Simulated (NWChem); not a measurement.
Species: GaCl2F; SMILES [F][Ga]([Cl])[Cl]

```xyz
4

Ga     0.0000     0.0000     0.2513
F      0.0000     0.0000     1.9870
Cl    -1.8591     0.0000    -0.7551
Cl     1.8591     0.0000    -0.7551
```
Atoms are numbered in this order, from 1.

Structure relaxed at the PBE0/def2-SVP level.

Symmetry labels are those of C2v in the frame above (b1 and b2, or b-type labels, depend on it).

**Question.** List the 4 lowest vertical singlet excitations from PBE/def2-SVPD, TDA (NWChem).

**Answer.** 
```csv
state,energy (eV),oscillator strength,symmetry,leading excitation (squared amplitude)
S1,5.29,0.008,b1,HOMO → LUMO (0.99)
S2,5.45,0.000,a2,HOMO−1 → LUMO (1.00)
S3,5.63,0.028,a1,HOMO−2 → LUMO (0.98)
S4,5.82,0.021,b2,HOMO−3 → LUMO (0.99)
```
